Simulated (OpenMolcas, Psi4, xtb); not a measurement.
How methods differ on CH2FNOSn (SMILES O=C=[N][SnH2][F])

CH2FNOSn: 7 atoms, total charge 0, spin state singlet. SMILES: `O=C=[N][SnH2][F]`. The shape is that of a PBE0-D4/def2-TZVP optimisation. This is one conformer, not always the lowest.

| atom | x (Å) | y (Å) | z (Å) |
| --- | --- | --- | --- |
| O | -0.2217 | -2.8693 | -0.9316 |
| C | -0.1215 | -1.9068 | -0.2838 |
| N | -0.0209 | -0.9582 | 0.4494 |
| Sn | 0.1574 | 1.0316 | 0.3185 |
| F | -0.8771 | 1.5100 | -1.2201 |
| H | -0.6186 | 1.6961 | 1.6652 |
| H | 1.7638 | 1.4285 | -0.0432 |

Each level gives the dipole moment (D). The values are calculated.

```json
{"level": "GFN1-xTB", "kind": "semi-empirical", "program": "xtb", "value (D)": "5.83", "CPU time": "under 2 s"}
{"level": "HF/def2-SVP (core potential)", "kind": "Hartree–Fock", "program": "OpenMolcas", "value (D)": "4.28", "CPU time": "11 s"}
{"level": "SVWN5/def2-SVP (core potential)", "kind": "LDA", "program": "OpenMolcas", "value (D)": "3.56", "CPU time": "27 s"}
{"level": "BLYP/def2-SVP (core potential)", "kind": "GGA", "program": "OpenMolcas", "value (D)": "3.44", "CPU time": "35 s"}
{"level": "revPBE/def2-SVP (core potential)", "kind": "GGA", "program": "OpenMolcas", "value (D)": "3.45", "CPU time": "33 s"}
{"level": "TPSS/def2-SVP (core potential)", "kind": "meta-GGA", "program": "OpenMolcas", "value (D)": "3.46", "CPU time": "45 s"}
{"level": "BHLYP/def2-SVP (core potential)", "kind": "global hybrid", "program": "OpenMolcas", "value (D)": "4.01", "CPU time": "29 s"}
{"level": "PBE0/def2-SVP (core potential)", "kind": "global hybrid", "program": "OpenMolcas", "value (D)": "3.78", "CPU time": "32 s"}
{"level": "CAM-B3LYP/def2-SVP (density fitting, core potential)", "kind": "range-separated hybrid", "program": "Psi4", "value (D)": "3.79", "CPU time": "16 s"}
```

The values span 3.44 to 5.83 D. Magnitudes only. Times are those of the runs behind each value, whatever else they computed, on shared processors of several kinds: orders of magnitude only.
